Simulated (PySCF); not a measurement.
# Ge+ (germanium, charge +1): UHF calculation

Configuration: [Ar] 3d10 4s2 4p1, 2P determinant. Computed with PySCF 2.14 in aug-cc-pVDZ-DK (6s5p3d, 36 functions), with the spin-free X2C one-electron Hamiltonian (Gaussian nucleus).

```
Total energy                                                  : -2096.687206 hartree
One-electron energy                                           : -2911.8283 hartree
Hartree (Coulomb) energy                                      : 893.5099 hartree
Exchange energy                                               : -78.3687 hartree
⟨S²⟩                                                          : 0.7596
⟨L²⟩                                                          : 2.029
Sum of ⟨r⟩                                                    : 20.76 bohr
Sum of ⟨r²⟩                                                   : 28.66 bohr²
Traceless quadrupole moment −½Σ⟨3z² − r²⟩ along its main axis : -3.20 e·bohr²
Langevin diamagnetic susceptibility                           : -22.7 ×10⁻⁶ cm³/mol
Time after the integrals                                      : 0.16 s of wall time on 1 thread of Neoverse-N1 (shared host)
```

```json
{"shell": "1s α", "electrons": "1", "mean orbital energy (eV)": "-11188.1", "spread (eV)": "0", "rms radius, mean of both spins (bohr)": "0.0542"}
{"shell": "1s β", "electrons": "1", "mean orbital energy (eV)": "-11188.1", "spread (eV)": "0", "rms radius, mean of both spins (bohr)": "0.0542"}
{"shell": "2s α", "electrons": "1", "mean orbital energy (eV)": "-1463.4", "spread (eV)": "0", "rms radius, mean of both spins (bohr)": "0.227"}
{"shell": "2s β", "electrons": "1", "mean orbital energy (eV)": "-1463.4", "spread (eV)": "0", "rms radius, mean of both spins (bohr)": "0.227"}
{"shell": "2p α", "electrons": "3", "mean orbital energy (eV)": "-1275.5", "spread (eV)": "0.042", "rms radius, mean of both spins (bohr)": "0.203"}
{"shell": "2p β", "electrons": "3", "mean orbital energy (eV)": "-1275.4", "spread (eV)": "0.129", "rms radius, mean of both spins (bohr)": "0.203"}
{"shell": "3s α", "electrons": "1", "mean orbital energy (eV)": "-210.85", "spread (eV)": "0", "rms radius, mean of both spins (bohr)": "0.667"}
{"shell": "3s β", "electrons": "1", "mean orbital energy (eV)": "-210.73", "spread (eV)": "0", "rms radius, mean of both spins (bohr)": "0.667"}
{"shell": "3p α", "electrons": "3", "mean orbital energy (eV)": "-151.11", "spread (eV)": "0", "rms radius, mean of both spins (bohr)": "0.701"}
{"shell": "3p β", "electrons": "3", "mean orbital energy (eV)": "-150.94", "spread (eV)": "0.477", "rms radius, mean of both spins (bohr)": "0.701"}
{"shell": "3d α", "electrons": "5", "mean orbital energy (eV)": "-52.725", "spread (eV)": "0.306", "rms radius, mean of both spins (bohr)": "0.815"}
{"shell": "3d β", "electrons": "5", "mean orbital energy (eV)": "-52.623", "spread (eV)": "0.505", "rms radius, mean of both spins (bohr)": "0.815"}
{"shell": "4s α", "electrons": "1", "mean orbital energy (eV)": "-24.618", "spread (eV)": "0", "rms radius, mean of both spins (bohr)": "2.24"}
{"shell": "4s β", "electrons": "1", "mean orbital energy (eV)": "-22.318", "spread (eV)": "0", "rms radius, mean of both spins (bohr)": "2.24"}
{"shell": "4p α", "electrons": "1", "mean orbital energy (eV)": "-15.537", "spread (eV)": "0", "rms radius, mean of both spins (bohr)": "2.79"}
```

Densities and radii are taken from the X2C orbitals without a picture-change correction, which distorts them close to the nucleus.
